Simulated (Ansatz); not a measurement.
Compare A (`CC(=O)CC(=O)C(C)C`) with its isomer B (`CC(C)(C)C(=O)CC=O`).

Calculated with Ansatz (gas phase, PBE0-D4/def2-TZVP geometries, no zero-point term in ΔE). CBS: MP2 limit from def2 TZ/QZ plus the TZ coupled-cluster correction, frozen cores. DFT in def2-TZVPP. B3LYP here is the variant with VWN-RPA as its local correlation; programs differ in this. Each species was taken in one conformer, which may not be the lowest.

Which isomer does CCSD(T)/CBS put lower? Give the gap. (An estimate is asked.)

Computed: A, by 26.6 kJ/mol.

Give E(B) − E(A) in kJ/mol with B3LYP, HF/def2-TZVPP, B3LYP-D4, CCSD/def2-TZVPP, PBE0-D4, PBE-D4, MP2/def2-TZVPP. (An estimate is asked.)

Ansatz gave: B3LYP 38.6, HF/def2-TZVPP 38.2, B3LYP-D4 33.7, CCSD/def2-TZVPP 26.6, PBE0-D4 33.5, PBE-D4 34.3, MP2/def2-TZVPP 23.5. None reverses the order clearly.

Largest T1 diagnostic: 0.014.

In def2-TZVPP, CCSD(T) changes the Hartree–Fock value by −13.0 kJ/mol (the triples alone add −1.3 kJ/mol) and MP2 by −14.8 kJ/mol. The D4 term adds −4.9 kJ/mol with B3LYP and −2.7 kJ/mol with PBE0; it sums over pairs of atoms, weighted by their polarisabilities, and B3LYP, whose exchange is more repulsive, gets the larger term.
